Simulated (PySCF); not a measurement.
CCl₃, SMILES Cl[C+](Cl)Cl, charge +1.

Geometry: r2SCAN-D4/def2-SVP.

Calculation: PySCF 2.14.0 with TDA-ωB97X/def2-SVPD.

Vertical excitations; the highest root listed may be one member of a degenerate set. Gas-phase values at a fixed geometry. State labels are in the subgroup C2v.

Computed excitation energies, oscillator strengths and character:
| state | symmetry | energy (eV) | λ (nm) | f | main pairs |
|---|---|---|---|---|---|
| S1 | A2 | 3.93 | 316 | 0.000 | HOMO→LUMO 100 % |
| S2 | A2 | 5.06 | 245 | 0.000 | HOMO−4→LUMO (degenerate set) |
| S3 | B2 | 5.06 | 245 | 0.000 | HOMO−3→LUMO (degenerate set) |
| S4 | B1 | 5.92 | 209 | 0.214 | HOMO−1→LUMO (degenerate set) |
| S5 | A1 | 5.92 | 209 | 0.215 | HOMO−2→LUMO (degenerate set) |
| S6 | B1 | 7.74 | 160 | 0.000 | HOMO→LUMO+1 92 % |
| S7 | A2 | 8.39 | 148 | 0.000 | HOMO−1→LUMO+1 (degenerate set) |
| S8 | B2 | 8.39 | 148 | 0.000 | HOMO−2→LUMO+1 (degenerate set) |
| S9 | B1 | 8.93 | 139 | 0.032 | HOMO−4→LUMO+1, HOMO→LUMO+2 (degenerate set) |
| S10 | A1 | 8.93 | 139 | 0.032 | HOMO−3→LUMO+1, HOMO→LUMO+3 (degenerate set) |
| T1 | A2 | 3.69 | 336 | 0 | HOMO→LUMO 100 % |
| T2 | B1 | 4.22 | 294 | 0 | HOMO−1→LUMO (degenerate set) |
| T3 | A1 | 4.22 | 294 | 0 | HOMO−2→LUMO (degenerate set) |
| T4 | A2 | 4.81 | 258 | 0 | HOMO−4→LUMO 99 % |
Triplets are in the Tamm–Dancoff approximation.
